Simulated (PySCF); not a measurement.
**Electron correlation in Hf (hafnium, neutral)**

[Xe] 4f14 5d3 6s1, high-spin 5F determinant (an excited configuration). All numbers are calculated (PySCF 2.14, scalar relativity through the core potential, in aug-cc-pVTZ-PP with ECP60MDF). Frozen: 5s2 5p6; 4 electrons correlated.

```tsv
level	correlation energy (mhartree)
CCSD	-37.64
(T)	-1.09
CCSD(T)	-38.73
```

Diagnostics: T1 = 0.011, D1 = 0.0155, largest double amplitude 0.028.

Spin-orbit coupling, absent here, splits the open shell strongly.

Cost of the coupled-cluster step: about 9 core-seconds, for 4 correlated electrons.
